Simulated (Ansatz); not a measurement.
The cluster LaO₂H⁺. The state is a doublet with charge 1. Geometry r2SCAN-D4/def2-TZVP, that of the neutral singlet.

Cartesian coordinates in Å:
```
La 0.1138 0.6952 -0.6158
O 0.1280 -1.4441 -0.4323
O -1.2115 -0.9026 -0.0680
H 0.9697 1.6515 1.1161
```

In the def2 sets La takes a core potential; there is no spin–orbit coupling. The structure holds one bond between oxygen atoms, so isomers without such links may lie far lower. At PBE-D4/def2-TZVP the gap within one spin of the charge 1 doublet nearly closes, so an electron or hole may be smeared out by delocalisation error. The structure comes from a short search, and lower isomers may exist.

Q: Estimate the α-spin orbital energies around the gap (eV) in Ansatz with PBE-D4/def2-TZVP, r2SCAN-D4/def2-TZVP, PBE0-D4/def2-TZVP.

A: 
| orbital | PBE-D4/def2-TZVP | r2SCAN-D4/def2-TZVP | PBE0-D4/def2-TZVP |
| --- | --- | --- | --- |
| HOMO−5 | -16.76 | -17.18 | -19.35 |
| HOMO−4 | -15.95 | -16.69 | -19.24 |
| HOMO−3 | -14.83 | -15.35 | -17.56 |
| HOMO−2 | -12.63 | -13.09 | -15.63 |
| HOMO−1 | -12.27 | -12.94 | -15.29 |
| HOMO | -11.97 | -12.05 | -11.72 |
| LUMO | -7.77 | -7.36 | -6.94 |
| LUMO+1 | -7.73 | -7.30 | -6.81 |
| LUMO+2 | -7.55 | -7.00 | -6.71 |
| LUMO+3 | -7.20 | -6.95 | -6.61 |
| LUMO+4 | -6.19 | -5.65 | -5.38 |
| LUMO+5 | -6.02 | -5.49 | -5.26 |
| β HOMO | -11.18 | -11.16 | -11.71 |
| β LUMO | -11.16 | -11.07 | -10.39 |
